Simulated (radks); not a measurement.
Task: Valence configurations of the gold ion Au+ (all share [Xe]). Calculated with a radial shooting solver on a logarithmic mesh with Libxc functionals: Dirac Kohn-Sham, PBE, spin-unpolarised, spherical densities, point nucleus; open shells fill j = l - 1/2 first. Order these by energy: 4f14 5d9 6p1; 4f14 5d8 6p2; 4f12.5 5d10 6s1.5; 4f13.5 5d10 6s0.5; 4f13 5d9 6p2; 4f13 5d8 6s1 6p2; 4f14 5d10; 4f14 5d9 6s1; 4f13.5 5d10 6p0.5; 4f13 5d10 6p1.

Result: From the lowest, in eV above it: 4f14 5d10 0.000; 4f14 5d9 6s1 2.065; 4f14 5d9 6p1 8.257; 4f14 5d8 6p2 18.610; 4f13.5 5d10 6s0.5 38.878; 4f13.5 5d10 6p0.5 41.883; 4f13 5d10 6p1 87.452; 4f13 5d9 6p2 99.089; 4f13 5d8 6s1 6p2 105.65; 4f12.5 5d10 6s1.5 126.93. NIST lists [Xe] 4f14 5d10 as the ground configuration; this level of theory agrees among the configurations tried. The energies are those of spherical spin-averaged densities, not of single terms.
